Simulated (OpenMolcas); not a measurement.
## Ionisation energies of tin

| Quantity | Value |
| --- | --- |
| Program | OpenMolcas 26.06 |
| Basis | ANO-RCC-VDZP [6s5p3d1f] |
| Scalar Hamiltonian | DKH2, point nucleus |
| Spin-orbit coupling | RASSI with atomic mean-field integrals over the reference wave functions, term energies averaged over their components |

Active shells in each charge state: the valence s, p shells, with orbitals averaged over the low states. Where CASPT2's correlated closed shells are named, they are those of the first ion.

A. CASSCF
B. SS-CASPT2, IPEA 0.25 Eh, imaginary shift 0.1 Eh (closed shells correlated: 4s 4p 4d)

Energies in eV between the lowest computed levels (charge -1 gives the electron affinity), named as in B; reference values from the NIST Atomic Spectra Database with their kind.

| From | To | A | B | Spin-orbit share in B | Reference |
| --- | --- | --- | --- | --- | --- |
| Sn- 5s2 5p3 4S* 3/2 | Sn 5s2 5p2 3P0 | 0.343 | 0.710 | -0.288 |  |
| Sn 5s2 5p2 3P0 | Sn+ 5s2 5p 2P* 1/2 | 6.647 | 7.141 | -0.049 | 7.344 (measured) |
| Sn+ 5s2 5p 2P* 1/2 | Sn2+ 5s2 1S0 | 13.675 | 14.429 | +0.352 | 14.633 (measured) |
| Sn2+ 5s2 1S0 | Sn3+ 5s 2S 1/2 | 29.368 | 30.101 | +0.000 | 30.506 (measured) |
| Sn3+ 5s 2S 1/2 | Sn4+ 4d10 1S0 | 39.158 | 40.319 | +0.000 | 40.740 (measured) |

Error against the reference values, in %:

```json
{"From": "Sn", "Reference": "measured", "A": "-9.5", "B": "-2.8"}
{"From": "Sn+", "Reference": "measured", "A": "-6.5", "B": "-1.4"}
{"From": "Sn2+", "Reference": "measured", "A": "-3.7", "B": "-1.3"}
{"From": "Sn3+", "Reference": "measured", "A": "-3.9", "B": "-1.0"}
```

Mean absolute error over the 4 measured values: A 1.09 eV, B 0.31 eV. B lies closest.

No diffuse functions were added, so the electron affinity comes out too small, and without dynamic correlation a bound anion can come out unbound.

* marks odd parity.
